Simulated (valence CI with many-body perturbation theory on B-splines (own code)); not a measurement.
# Energy levels of Cl III

Computed by configuration interaction combined with many-body perturbation theory (CI+MBPT): five valence electrons over a frozen Dirac-Fock core [Ne], radial functions for each j: 9 s, 9 p, 8 d, 6 f, 3 g, 1 h, with the one-electron correlation potential Σ1 (screened to all orders), the two-electron term Σ2, the three-electron term Σ3, Breit, model QED; selected single and double excitations, second order for the rest, scaled by the run's own slope (own B-spline code, finite nucleus).

Set against measurement, 24 paired levels are off by 102 cm⁻¹ on average, the worst by 236. These come from a selection out of Moore, Atomic Energy Levels, vol. I, NSRDS-NBS 35 (1971 reprint of NBS Circular 467, 1949), an old analysis. Levels without a partner in it may be off by more. Among the levels kept, up to 1500 cm⁻¹ of a level comes from second order outside the variational space, and about a tenth of that is noise between levels of different J, which matters for small intervals.

Levels 1 to 45 of 59, with energies above the lowest level, 3s²3p³ ⁴S°_3/2. "Leading %" is the weight of the configuration and term that name the level; weights of strongly mixed levels are sums over their largest components and can fall short.

```tsv
No.	Configuration	Term	J	E (eV)	Leading %	g	Second component
1	3s²3p³	⁴S°	3/2	0.000	95	2.002	
2	3s²3p³	²D°	3/2	2.259	94	0.802	
3	3s²3p³	²D°	5/2	2.266	94	1.200	
4	3s²3p³	²P°	1/2	3.725	93	0.666	
5	3s²3p³	²P°	3/2	3.737	92	1.332	
6	3s3p⁴	⁴P	5/2	12.202	83	1.601	12 % 3s²3p²3d ⁴P
7	3s3p⁴	⁴P	3/2	12.276	83	1.735	12 % 3s²3p²3d ⁴P
8	3s3p⁴	⁴P	1/2	12.319	83	2.670	12 % 3s²3p²3d ⁴P
9	3s3p⁴	²D	3/2	15.142	67	0.800	26 % 3s²3p²3d ²D
10	3s3p⁴	²D	5/2	15.149	67	1.200	26 % 3s²3p²3d ²D
11	3s²3p²3d	²P	3/2	16.981	67	1.333	27 % 3s3p⁴ ²P
12	3s²3p²3d	²P	1/2	17.070	66	0.667	27 % 3s3p⁴ ²P
13	3s²3p²3d	⁴F	3/2	18.167	94	0.400	
14	3s²3p²3d	⁴F	5/2	18.196	94	1.030	
15	3s²3p²3d	⁴F	7/2	18.234	93	1.239	
16	3s²3p²3d	⁴F	9/2	18.287	94	1.334	
17	3s3p⁴	²S	1/2	18.562	68	2.000	26 % 3s²3p²3d ²S
18	3s²3p²3d	⁴D	1/2	18.829	93	-0.002	
19	3s²3p²3d	⁴D	5/2	18.832	58	1.176	36 % 3s²3p²3d ²F
20	3s²3p²3d	⁴D	3/2	18.839	93	1.199	
21	3s²3p²3d	⁴D	7/2	18.842	71	1.359	23 % 3s²3p²3d ²F
22	3s²3p²3d	²F	5/2	18.892	58	1.052	35 % 3s²3p²3d ⁴D
23	3s²3p²3d	²F	7/2	18.982	71	1.212	23 % 3s²3p²3d ⁴D
24	3s²3p²3d	²G	7/2	20.960	94	0.889	
25	3s²3p²3d	²G	9/2	20.964	94	1.111	
26	3s²3p²4s	⁴P	1/2	21.531	82	2.665	9 % 3s²3p²3d ⁴P
27	3s²3p²4s	⁴P	3/2	21.577	80	1.733	11 % 3s²3p²3d ⁴P
28	3s²3p²4s	⁴P	5/2	21.643	75	1.601	15 % 3s²3p²3d ⁴P
29	3s²3p²4s	²P	1/2	22.109	86	0.672	
30	3s²3p²4s	²P	3/2	22.198	82	1.335	4 % 3s3p⁴ ²P
31	3s²3p²3d	⁴P	5/2	22.272	65	1.600	17 % 3s²3p²4s ⁴P
32	3s²3p²3d	⁴P	3/2	22.292	69	1.732	12 % 3s²3p²4s ⁴P
33	3s²3p²3d	⁴P	1/2	22.306	71	2.668	11 % 3s3p⁴ ⁴P
34	3s²3p²3d	²D	3/2	22.618	90	0.800	
35	3s²3p²3d	²D	5/2	22.739	90	1.201	
36	3s²3p²3d	²P	3/2	23.080	48	1.329	34 % 3s3p⁴ ²P
37	3s²3p²3d	²P	1/2	23.128	52	0.667	33 % 3s3p⁴ ²P
38	3s²3p²4s	²D	5/2	23.367	82	1.201	7 % 3s²3p²3d ²D
39	3s²3p²4s	²D	3/2	23.373	82	0.807	7 % 3s²3p²3d ²D
40	3s²3p²3d	²D	5/2	24.213	59	1.191	13 % 3s3p⁴ ²D
41	3s²3p²3d	²D	3/2	24.250	60	0.802	15 % 3s3p⁴ ²D
42	3s²3p²3d	²F	5/2	24.360	85	0.868	
43	3s²3p²3d	²F	7/2	24.361	88	1.143	
44	3s²3p²4p	²S°	1/2	24.502	91	2.000	
45	3s²3p²3d	²P	1/2	24.697	59	0.694	26 % 3s3p⁴ ²P
```

Names give the largest LS component (configuration and term), which can be under half, so a name can repeat, a term be missing and a line seem to break the LS rules; names also repeat where a configuration has a term twice.

Where two levels of one J and parity lie close, their mixing, g and order are uncertain.

The ionisation energy to 3s²3p² ³P0 of the next ion comes out as 39.581 eV (NIST: 39.8 ± 0.11 eV (semi-empirical)). All 59 levels together are meant to be complete up to 25.656 eV.
